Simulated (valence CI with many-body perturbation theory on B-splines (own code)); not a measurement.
## Pt³⁶⁺: E2, M1 decay

Calculated by configuration interaction combined with many-body perturbation theory (CI+MBPT): six valence electrons over a frozen Dirac-Fock core [Kr], radial functions for each j: 7 s, 7 p, 8 d, 6 f, 4 g, 1 h, with the one-electron correlation potential Σ1 (screened to all orders), the two-electron term Σ2, the three-electron term Σ3, Breit, model QED; selected single and double excitations, second order for the rest, scaled by the run's own slope (own B-spline code, finite nucleus).

The last digits are not significant, and no measured levels were compared; by estimate large intervals hold to a few tenths of a per cent, small ones and those within an open d or f shell to about a per cent. Core correlation moves these levels by up to 9300 cm⁻¹, and in measured spectra 5 to 20 % of such shifts remained as error; rates that hang on mixing are uncertain with them. Among the levels kept, up to 720 cm⁻¹ of a level comes from second order outside the variational space, and about a tenth of that is noise between levels of different J, which matters for small intervals. Only levels of the ground parity were solved; by the run's estimate the other parity begins above the list, which can be wrong where configurations are misplaced.

Lines 51 to 100 of 113 in falling wavelength, among levels below 808280 cm⁻¹, chosen from the decays that carry over 1 % of a level's rate. Wavelengths and rates use the calculated energies. Electric multipoles are in the length gauge, E1 and E2 with the static RPA response of the core. Weak lines are less certain than strong ones. Lines between different terms over intervals too small for the method are left out, as are lines whose strength nearly cancels. The highest levels of a list are the least certain.

Levels are named by their leading jj configuration (3d3/2^4 stands for four electrons in 3d with j = 3/2), which in mixed levels can hold well under half, so a name can repeat and another be missing. Letters in brackets count levels of one name in rising energy.

```tsv
λ vac (Å)	Upper	Lower	Type	A (s⁻¹)	Branch %
518.9	(4d3/2^2 4d5/2^4) J=2 [c]	(4d3/2^3 4d5/2^3) J=2 [b]	M1	6.80e+04	34.5
515.9	(4d3/2 4d5/2^5) J=4	(4d3/2^2 4d5/2^4) J=3 [b]	M1	4.93e+04	15.3
513.9	(4d3/2^2 4d5/2^4) J=2 [c]	(4d3/2^3 4d5/2^3) J=1 [b]	M1	3.32e+04	16.8
513.3	(4d3/2 4d5/2^5) J=1	(4d3/2^2 4d5/2^4) J=0 [a]	M1	8.95e+04	19.1
512.2	(4d3/2^3 4d5/2^3) J=5	(4d3/2^4 4d5/2^2) J=4	M1	2.37e+04	99.1
509.4	(4d3/2^3 4d5/2^3) J=3 [b]	(4d3/2^4 4d5/2^2) J=2	M1	1.02e+04	19.1
509.1	(4d3/2^2 4d5/2^4) J=6	(4d3/2^3 4d5/2^3) J=6	M1	5.24e+04	69.7
508.9	(4d3/2^2 4d5/2^4) J=4 [b]	(4d3/2^3 4d5/2^3) J=3 [b]	M1	1.91e+04	17.5
506.2	(4d3/2^3 4d5/2^3) J=6	(4d3/2^4 4d5/2^2) J=4	E2	3.68e+00	98.0
505.2	(4d3/2^2 4d5/2^4) J=4 [a]	(4d3/2^3 4d5/2^3) J=4 [a]	M1	1.73e+05	79.8
505.1	(4d3/2 4d5/2^5) J=3	(4d3/2^2 4d5/2^4) J=4 [b]	M1	3.28e+04	11.7
504.9	(4d3/2^2 4d5/2^4) J=2 [b]	(4d3/2^3 4d5/2^3) J=3 [b]	M1	3.28e+04	26.2
504.0	(4d3/2^2 4d5/2^4) J=4 [c]	(4d3/2^3 4d5/2^3) J=3 [c]	M1	5.27e+04	41.1
503.1	(4d3/2^2 4d5/2^4) J=6	(4d3/2^3 4d5/2^3) J=5	M1	2.28e+04	30.2
493.9	(4d3/2 4d5/2^5) J=2	(4d3/2^2 4d5/2^4) J=1	M1	8.30e+04	27.3
492.1	(4d3/2^2 4d5/2^4) J=2 [b]	(4d3/2^3 4d5/2^3) J=2 [a]	M1	5.94e+04	47.5
487.6	(4d3/2^2 4d5/2^4) J=4 [c]	(4d3/2^3 4d5/2^3) J=4 [b]	M1	3.93e+04	30.7
486.7	(4d3/2 4d5/2^5) J=1	(4d3/2^2 4d5/2^4) J=2 [a]	M1	3.67e+05	78.3
486.6	(4d3/2^2 4d5/2^4) J=4 [a]	(4d3/2^3 4d5/2^3) J=3 [a]	M1	2.58e+03	1.2
484.1	(4d3/2^2 4d5/2^4) J=3 [a]	(4d3/2^3 4d5/2^3) J=4 [a]	M1	7.07e+04	35.9
471.7	(4d3/2 4d5/2^5) J=4	(4d3/2^2 4d5/2^4) J=5	M1	9.99e+04	30.9
470.9	(4d3/2^2 4d5/2^4) J=5	(4d3/2^3 4d5/2^3) J=4 [a]	M1	6.41e+03	5.4
467.0	(4d3/2^2 4d5/2^4) J=3 [a]	(4d3/2^3 4d5/2^3) J=3 [a]	M1	8.47e+04	43.0
463.5	(4d3/2 4d5/2^5) J=3	(4d3/2^2 4d5/2^4) J=3 [b]	M1	3.45e+04	12.3
459.2	(4d3/2 4d5/2^5) J=4	(4d3/2^2 4d5/2^4) J=3 [a]	M1	3.51e+03	1.1
455.1	(4d3/2^3 4d5/2^3) J=3 [b]	(4d3/2^4 4d5/2^2) J=4	M1	4.18e+04	78.0
452.5	(4d3/2^2 4d5/2^4) J=4 [b]	(4d3/2^3 4d5/2^3) J=5	M1	7.46e+04	68.2
446.9	(4d3/2^3 4d5/2^3) J=0	(4d3/2^4 4d5/2^2) J=2	E2	4.65e+02	9.8
441.7	(4d3/2 4d5/2^5) J=4	(4d3/2^2 4d5/2^4) J=4 [a]	M1	1.69e+05	52.3
435.8	(4d5/2^6) J=0	(4d3/2 4d5/2^5) J=1	M1	6.10e+05	99.3
435.3	(4d3/2^2 4d5/2^4) J=1	(4d3/2^3 4d5/2^3) J=1 [a]	M1	6.33e+04	38.6
433.8	(4d3/2^2 4d5/2^4) J=3 [b]	(4d3/2^3 4d5/2^3) J=4 [a]	M1	1.48e+04	11.2
428.2	(4d3/2 4d5/2^5) J=2	(4d3/2^2 4d5/2^4) J=3 [a]	M1	1.15e+05	37.7
425.5	(4d3/2^2 4d5/2^4) J=2 [c]	(4d3/2^3 4d5/2^3) J=3 [b]	M1	8.53e+03	4.3
422.4	(4d3/2^3 4d5/2^3) J=1 [b]	(4d3/2^4 4d5/2^2) J=2	M1	6.30e+03	11.8
420.0	(4d3/2^2 4d5/2^4) J=3 [b]	(4d3/2^3 4d5/2^3) J=3 [a]	M1	1.38e+03	1.0
419.1	(4d3/2^3 4d5/2^3) J=2 [b]	(4d3/2^4 4d5/2^2) J=2	M1	1.30e+04	70.2
417.2	(4d3/2 4d5/2^5) J=3	(4d3/2^2 4d5/2^4) J=3 [a]	M1	1.08e+05	38.8
416.3	(4d3/2^2 4d5/2^4) J=2 [c]	(4d3/2^3 4d5/2^3) J=2 [a]	M1	9.26e+03	4.7
413.4	(4d3/2^2 4d5/2^4) J=2 [b]	(4d3/2^3 4d5/2^3) J=1 [a]	M1	1.34e+03	1.1
405.3	(4d3/2^3 4d5/2^3) J=3 [c]	(4d3/2^4 4d5/2^2) J=2	M1	1.79e+04	49.2
402.7	(4d3/2 4d5/2^5) J=3	(4d3/2^2 4d5/2^4) J=4 [a]	M1	2.36e+04	8.5
401.9	(4d3/2^2 4d5/2^4) J=4 [c]	(4d3/2^3 4d5/2^3) J=3 [b]	M1	1.40e+03	1.1
393.7	(4d3/2^2 4d5/2^4) J=2 [d]	(4d3/2^3 4d5/2^3) J=3 [c]	M1	3.24e+04	26.3
390.9	(4d3/2^2 4d5/2^4) J=4 [b]	(4d3/2^3 4d5/2^3) J=3 [a]	M1	8.71e+03	8.0
388.5	(4d3/2^2 4d5/2^4) J=2 [b]	(4d3/2^3 4d5/2^3) J=3 [a]	M1	2.21e+04	17.7
381.5	(4d3/2^2 4d5/2^4) J=2 [d]	(4d3/2^3 4d5/2^3) J=2 [b]	M1	5.99e+03	4.9
379.5	(4d3/2^3 4d5/2^3) J=4 [b]	(4d3/2^4 4d5/2^2) J=4	M1	2.27e+03	53.2
379.5	(4d3/2^3 4d5/2^3) J=4 [b]	(4d3/2^4 4d5/2^2) J=4	E2	1.06e+02	2.5
378.9	(4d3/2^2 4d5/2^4) J=2 [d]	(4d3/2^3 4d5/2^3) J=1 [b]	M1	3.77e+04	30.5
```
